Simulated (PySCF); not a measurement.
# Excitation energy of Cu by level of theory

Cu [Ar] 3d10 4s1 (2S) → Cu [Ar] 3d9 4s2 (2D), as a difference of total energies. Computed with PySCF 2.14 in ANO-RCC-VTZP, with scalar relativity by spin-free X2C-1e. Correlated levels: valence: [Ar] frozen; valence and next inner shell: [Ne] frozen. The calculations carry no spin-orbit coupling.

| method | excitation energy (cm⁻¹) |
| --- | --- |
| UHF | -1493.3 |
| LDA | 17962 |
| PBE | 15258 |
| PBE0 | 11745 |
| r2SCAN | 12067 |
| M06-2X | 8978.6 |
| B2PLYP | 13156 |
| CAM-B3LYP | 11893 |
| MP2 (valence) | 19112 |
| SCS-MP2 (valence) | 15225 |
| MP2 (valence and next inner shell) | 23708 |
| SCS-MP2 (valence and next inner shell) | 18907 |

Errors of the correlated levels include the incompleteness of this basis and the frozen core.

For comparison: 12020 cm⁻¹ (measured; NIST levels, between the centres of gravity of the two terms).
